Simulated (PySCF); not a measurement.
SeCl3, SMILES Cl[Se+](Cl)Cl, charge +1.

The structure is a stationary point at PBE0-D3(BJ)/def2-SVP. The spin state was assumed, not searched. The isomer is the one that the SMILES or the coordinates give; other isomers of the formula were not compared.

Calculation: PySCF with M06-2X/def2-TZVPD.

The molecule is in vacuum.

Computed frontier levels, gap, dipole moment and polarisability:
```json
{
  "highest_occupied_level": "-16.26 eV",
  "lowest_empty_level": "-7.84 eV",
  "orbital_gap": "8.42 eV",
  "dipole_moment_about_the_centre_of_nuclear_charge": "0.142 e·Å",
  "mean_static_polarisability": "66.0 bohr³ (9.78 Å³)",
  "polarisability_principal_values": "48.1, 74.9, 75.0 bohr³"
}
```
